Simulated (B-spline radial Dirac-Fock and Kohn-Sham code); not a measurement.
Two-hole binding energies of In²⁴⁺

System: In²⁴⁺, configuration [Ar] 3d7.

Input file task.json (cfg lists n, l and occupation; rrms is the nuclear radius in fm):

```json
{"items": [{
  "Z": 49,
  "q": 24,
  "cfg": [[1, 0, 2], [2, 0, 2], [2, 1, 6], [3, 0, 2], [3, 1, 6], [3, 2, 7]],
  "A": 115,
  "rrms": 4.6156,
  "do": ["binding", "quiet", "double"]
}]}
```

Run with: `python xray_run.py task.json out`

Calculated with a B-spline atomic structure program, using Dirac-Fock energy differences between relaxed states, corrected for Breit and QED terms. U is the two-hole binding energy less the two single-hole energies, the effective repulsion of the holes after relaxation. Each two-hole energy is an average over J within one jj subconfiguration.

```tsv
holes	E(a) (eV)	E(b) (eV)	E(ab) (eV)	U (eV)
1s⁻²	28854.0	28854.0	58533.0	825.1
1s⁻¹ 2p3/2⁻¹	28854.0	4626.3	33723.8	243.5
1s⁻¹ 3p3/2⁻¹	28854.0	1459.1	30409.1	96.0
2s⁻¹ 2p1/2⁻¹	5135.9	4835.8	10128.2	156.4
2s⁻¹ 2p3/2⁻¹	5135.9	4626.3	9915.4	153.2
2p1/2⁻²	4835.8	4835.8	9868.5	196.8
2s⁻¹ 3p1/2⁻¹	5135.9	1501.7	6723.8	86.1
2s⁻¹ 3p3/2⁻¹	5135.9	1459.1	?	?
2p1/2⁻¹ 3s⁻¹	4835.8	1622.9	6543.3	84.6
2p1/2⁻¹ 3p3/2⁻¹	4835.8	1459.1	6381.9	86.9
2p3/2⁻¹ 3s⁻¹	4626.3	1622.9	6333.4	84.1
2p3/2⁻¹ 3p1/2⁻¹	4626.3	1501.7	6216.3	88.3
3p1/2⁻¹ 3p3/2⁻¹	1501.7	1459.1	3027.4	66.5
3p3/2⁻²	1459.1	1459.1	2985.2	67.0
```

Question: Give the missing two-hole energy and U.

Answer: E(ab) = 6679.3 eV and U = 84.3 eV.
